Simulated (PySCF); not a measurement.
H₆NSi₂, SMILES [SiH3][N][SiH3], multiplicity 2.

Geometry optimised at B3LYP-D3(BJ)/def2-SVP. The isomer is the one that the SMILES or the coordinates give; other isomers of the formula were not compared.

Two levels are set side by side: PBE/def2-TZVPD (PySCF) and CAM-B3LYP/def2-TZVPD (PySCF). Same geometry, gas phase. Differences are taken from unrounded values.

```tsv
quantity	CAM-B3LYP	PBE	PBE minus CAM-B3LYP
α-spin orbital gap (eV)	10.01	5.50	-4.51
β-spin orbital gap (eV)	6.09	0.86	-5.23
dipole moment (D)	0.61	0.53	-0.09
mean polarisability (bohr³)	66.2	73.8	7.6
```

Loosely held outer electrons make PBE densities more polarisable. Differences between two approximate levels are no errors against the true value.

Rough cost on one machine, each run with all the roots and properties that it gave: CAM-B3LYP against PBE within a factor of 2.
